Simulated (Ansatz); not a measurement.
Abridged output of a molecular run in Ansatz:

```
Functional definition: HF
1293 factors; integrals over basis functions are off by at most 6.6e-4 eV
mean field evaluation 1: about -80563.3389 eV, gradient 3.5e1 eV
mean field evaluation 2: about -80563.3452 eV, gradient 3.5e1 eV
mean field evaluation 4: about -80567.8820 eV, gradient 2.5e0 eV
mean field evaluation 8: about -80568.0011 eV, gradient 2.3e-1 eV
mean field -80568.00267478 eV, -2960.8194873446 hartree, gradient 2.1e-6 eV, S^2 0.764605; 3 other end points of the search recorded, 0 dependent functions left out
15 core orbitals not correlated: weight in the atoms' cores, before any rotation towards them, 1.000 or more for the frozen orbitals, at most 0.000 for the correlated occupied ones
reference -80568.00267478 eV, -2960.8194873446 hartree; 23, 22 occupied and 136, 137 virtual orbitals, 1293 factors
second order -28.93849422 eV of doubles, -0.00000000 eV of singles
cycle   1  -28.05975308 eV  change    8.8e-1 eV  update   1.3e-1
cycle   2  -28.70583310 eV  change   -6.5e-1 eV  update   4.3e-2
cycle   3  -28.87232326 eV  change   -1.7e-1 eV  update   2.6e-2
cycle   4  -28.86293364 eV  change    9.4e-3 eV  update   1.0e-2
cycle   5  -28.85302857 eV  change    9.9e-3 eV  update   5.3e-3
cycle   6  -28.85691368 eV  change   -3.9e-3 eV  update   2.5e-3
cycle   7  -28.85787816 eV  change   -9.6e-4 eV  update   1.2e-3
cycle   8  -28.85766648 eV  change    2.1e-4 eV  update   5.4e-4
cycle   9  -28.85779280 eV  change   -1.3e-4 eV  update   2.7e-4
cycle  10  -28.85780031 eV  change   -7.5e-6 eV  update   1.3e-4
cycle  11  -28.85768872 eV  change    1.1e-4 eV  update   6.5e-5
cycle  12  -28.85778019 eV  change   -9.1e-5 eV  update   3.7e-5
cycle  13  -28.85777447 eV  change    5.7e-6 eV  update   1.5e-5
perturbative correction -0.96829714 eV, -0.0355842636 hartree
Total energy: -80597.82874640 eV, -2961.9155752597 hartree
Checks for a lower state left out: cluster_reference
```

Its atoms:

Z-matrix (Å, degrees):
```
Sn
O 1 1.960
Br 1 2.489 2 109.0
F 1 1.928 2 102.0 3 114.6
H 2 0.964 1 111.2 3 -135.8
```

(1) Which basis set was used?
A. def2-TZVPP
B. def2-SVP
C. cc-pV(Q+d)Z
D. def2-QZVPP

(2) Write the keys of the input that set method, charge and spin (a neutral closed shell needs none for the last two).

Answers

(1) A. It gives 174 functions.

(2) 
```yaml
magnetization: {spin_polarized: true, initial_magnetization: 1}
correlation: {method: ccsd_t}
scf: {omitted_lower_state_checks: [cluster_reference]}
```
